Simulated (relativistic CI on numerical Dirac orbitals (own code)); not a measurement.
Level scheme of Pd⁷⁺

Calculated at this level of theory: Dirac-Coulomb-Breit CI, KLI orbitals optimised for each configuration, a model potential for QED, unscaled Slater integrals (own radial code, finite nucleus).

CI space (outside the closed core [Ar] 3d10): 4s2 4p6 4d3, 4s2 4p6 4d2 5s, 4s2 4p6 4d2 4f, 4s2 4p5 4d4, 4s2 4p6 4d2 5p, 4s 4p6 4d4, 4s2 4p6 4d 5s 5p, 4s2 4p6 4d2 5d, 4s2 4p6 4d 4f 5s, 4s2 4p6 4d2 6s, 4s2 4p6 4d2 6p, 4s2 4p6 4d 5s2, 4s2 4p6 4f 5s2, 4s2 4p6 5s2 5p, 4s2 4p6 5s2 5d, 4s2 4p6 4d 4f2, 4s2 4p6 4f2 5s, 4s2 4p6 4f3, 4s2 4p6 4f2 5p, 4s2 4p6 4f2 5d, 4s2 4p6 4d 5p2, 4s2 4p6 5s 5p2, 4s2 4p6 4f 5p2, 4s2 4p6 5p3, 4s2 4p6 5p2 5d, 4s2 4p6 4d 4f 5p, 4s2 4p6 4f 5s 5p, 4s2 4p6 4f 5p 5d. Double excitations out of closed p, d and f shells are left out; levels of such configurations are missing from the list, as are those of other unlisted configurations, and high levels can miss mixing partners. These lack a partner that the ground configuration has and come out too high: 4s2 4p6 4d2 6s, 4s2 4p6 4d2 6p.

The lowest level is 4s2 4p6 4d3 4F_3/2, with 97 % of that term; Hund's rules for 4s2 4p6 4d3 give 4F with J = 3/2, in agreement.

| No. | Configuration | Term | J | E (cm⁻¹) | % | Landé g | Lifetime (s) |
| --- | --- | --- | --- | --- | --- | --- | --- |
| 1 | 4s2 4p6 4d3 | 4F | 3/2 | 0.0 | 97 | 0.412 |  |
| 2 | 4s2 4p6 4d3 | 4F | 5/2 | 2371.9 | 98 | 1.030 | 1.78e+00 |
| 3 | 4s2 4p6 4d3 | 4F | 7/2 | 5134.3 | 98 | 1.234 | 1.12e+00 |
| 4 | 4s2 4p6 4d3 | 4F | 9/2 | 8015.7 | 95 | 1.323 | 1.60e+00 |
| 5 | 4s2 4p6 4d3 | 4P | 3/2 | 17340.6 | 76 | 1.610 | 6.48e-01 |
| 6 | 4s2 4p6 4d3 | 4P | 1/2 | 17661.9 | 91 | 2.491 | 4.55e+00 |
| 7 | 4s2 4p6 4d3 | 4P | 5/2 | 21226.6 | 97 | 1.591 | 9.10e-01 |
| 8 | 4s2 4p6 4d3 | 2G | 7/2 | 22130.2 | 98 | 0.895 | 1.36e-01 |
| 9 | 4s2 4p6 4d3 | 2G | 9/2 | 23713.7 | 68 | 1.064 | 1.11e-01 |
| 10 | 4s2 4p6 4d3 | 2D | 3/2 | 25877.3 | 55 | 1.097 | 5.02e-02 |
| 11 | 4s2 4p6 4d3 | 2P | 1/2 | 27578.0 | 91 | 0.844 | 1.49e-01 |
| 12 | 4s2 4p6 4d3 | 2D | 5/2 | 31404.1 | 96 | 1.205 | 6.47e-02 |
| 13 | 4s2 4p6 4d3 | 2H | 9/2 | 31809.3 | 72 | 0.966 | 1.21e-01 |
| 14 | 4s2 4p6 4d3 | 2H | 11/2 | 32052.7 | 100 | 1.091 | 4.56e-01 |
| 15 | 4s2 4p6 4d3 | 2P | 3/2 | 33914.6 | 58 | 1.146 | 5.44e-02 |
| 16 | 4s2 4p6 4d3 | 2F | 7/2 | 44882.1 | 98 | 1.140 | 1.18e-01 |
| 17 | 4s2 4p6 4d3 | 2F | 5/2 | 45529.0 | 97 | 0.865 | 1.58e-01 |
| 18 | 4s2 4p6 4d3 | 2D | 5/2 | 68468.3 | 96 | 1.194 | 1.55e-02 |
| 19 | 4s2 4p6 4d3 | 2D | 3/2 | 69044.8 | 99 | 0.800 | 1.81e-02 |
| 20 | 4d2(3F) 5s | 4F | 3/2 | 266278.1 | 97 | 0.409 | 5.36e-06 |
| 21 | 4d2(3F) 5s | 4F | 5/2 | 268059.9 | 93 | 1.024 | 5.16e-06 |
| 22 | 4d2(3F) 5s | 4F | 7/2 | 271206.4 | 97 | 1.235 | 5.18e-06 |
| 23 | 4d2(3F) 5s | 4F | 9/2 | 274892.6 | 99 | 1.331 | 5.19e-06 |
| 24 | 4d2(3F) 5s | 2F | 5/2 | 277680.4 | 89 | 0.881 | 3.40e-06 |
| 25 | 4d2(3F) 5s | 2F | 7/2 | 283381.0 | 95 | 1.139 | 3.32e-06 |
| 26 | 4d2(3P) 5s | 4P | 1/2 | 285322.2 | 97 | 2.645 | 4.28e-06 |
| 27 | 4d2(3P) 5s | 4P | 5/2 | 286202.7 | 58 | 1.420 | 4.21e-06 |
| 28 | 4d2(3P) 5s | 4P | 3/2 | 286505.1 | 84 | 1.585 | 4.28e-06 |
| 29 | 4d2(1D) 5s | 2D | 3/2 | 289335.6 | 71 | 0.995 | 4.11e-06 |
| 30 | 4d2(1D) 5s | 2D | 5/2 | 292988.8 | 56 | 1.360 | 4.17e-06 |

Energies count from the lowest computed level; lifetimes are radiative, by E1, M1, E2 decay to levels of this space only. Percentages are summed over parent terms; the parents shown are those of the largest component, closed shells are left out there.

The mean weight of the leading LS term, summed over parents, in these 30 levels is 87 %, and that of the leading jj configuration (from the same eigenvectors) 70 %, so LS coupling describes them better.

At this charge configurations can still be misplaced by up to about 7 % of their energy. Terms inside the open d or f shell come out 10 to 20 % too wide with unscaled integrals.

Landé's interval rule says that E(J) − E(J−1) = AJ with one A. For the ground term the intervals give A = 948.7, 789.3, 640.3 cm⁻¹ for J = 5/2, 7/2, 9/2; the multiplet is regular.

LS names give the leading component of a level, which can be under half, so a name can repeat, a term be missing and a line seem to break the LS rules.
